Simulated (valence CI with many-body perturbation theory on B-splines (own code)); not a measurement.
## Valence orbitals of Ho¹⁸⁺

Method: configuration interaction combined with many-body perturbation theory (CI+MBPT): three valence electrons over a frozen Dirac-Fock core [Kr] 4d10, a basis of 8 s, 8 p, 9 d, 9 f, 6 g, 3 h, 2 i functions for each j, with the one-electron correlation potential Σ1 (screened to all orders), the two-electron term Σ2, the three-electron term Σ3, Breit, model QED; selected single and double excitations, second order for the rest (own B-spline code, finite nucleus).

No measured levels were compared; by estimate terms of the open shell hold to a few per cent of their energy, and close levels can change places. Core correlation moves these levels by up to 40000 cm⁻¹, and in measured spectra 5 to 20 % of such shifts remained as error; rates that hang on mixing are uncertain with them.

These are the spectroscopic orbitals of the CI (the correlating ones are not listed), shaped by the core and the other valence electrons. h is the expectation value of the core's Dirac-Fock operator, without the valence repulsion; Σ1 is computed up to l = 3 at one energy for each symmetry, that of its lowest orbital but kept below the first core excitation, so for empty shells it is not the orbital's own correlation shift; Breit and QED include the response of the core.

```tsv
Orbital	h (hartree)	Σ1 (cm⁻¹)	Breit (cm⁻¹)	QED (cm⁻¹)	⟨r⟩ (bohr)
5s1/2	-16.834	-20126	1763	1538	0.9907
6s1/2	-10.183	-5966	765	661	1.649
7s1/2	-6.8648	-2840	422	368	2.445
5p1/2	-15.61	-19381	2706	-11.1	1.031
6p1/2	-9.5844	-6051	1228	-5.1	1.712
7p1/2	-6.5256	-2936	690	-2.8	2.533
5p3/2	-15.088	-17651	1546	128	1.070
6p3/2	-9.3361	-5737	713	58.6	1.759
7p3/2	-6.3865	-2827	438	33.4	2.590
5d3/2	-13.096	-13318	827	-90.2	1.160
6d3/2	-8.352	-5223	438	-46.3	1.883
7d3/2	-5.8186	-2709	257	-26.9	2.766
5d5/2	-12.992	-12821	452	-42.0	1.171
6d5/2	-8.3003	-5071	239	-21.5	1.896
7d5/2	-5.7887	-2639	143	-12.5	2.781
4f5/2	-18.761	-28626	-346	-272	0.5674
5f5/2	-10.68	-9781	6.4	-65.2	1.290
4f7/2	-18.698	-28130	-1067	-217	0.5708
5f7/2	-10.658	-9711	-184	-49.8	1.293
5g7/2	-8.9886		-55.0	-7.9	1.367
5g9/2	-8.9879		-84.3	-5.3	1.367
```

Among the shells of the start configuration 4f3, Σ1 is largest in size for 4f5/2, where it is 0.70 % of h.

Lowest root of each symmetry, sizes in configuration state functions:

```tsv
J	Parity	Roots	Reference	Variational	Second order	Change by selected CI (cm⁻¹)	Change by second order (cm⁻¹)
1/2	even	3	29	5022	18134	-5068	-4
3/2	even	4	49	8432	41823	-4150	-3
5/2	even	4	59	10292	49638	-4266	-4
7/2	even	4	57	10675	74344	-3786	-3
9/2	even	4	48	10402	61916	-4019	-3
11/2	even	3	32	8757	46550	-3874	-4
13/2	even	2	18	6321	30454	-3837	-3
1/2	odd	2	31	3551	3016	-5038	-2
3/2	odd	6	57	7012	5050	-3454	-1
5/2	odd	7	70	9384	18830	-3280	-1
7/2	odd	7	72	10148	22581	-3352	-1
9/2	odd	7	62	9814	8755	-2334	-1
11/2	odd	5	46	8418	2291	-2250	-1
13/2	odd	3	27	6529	2004	-2236	-1
15/2	odd	3	16	4995	1241	-2273	0
17/2	odd	1	6	2983	5147	-3468	-2
```
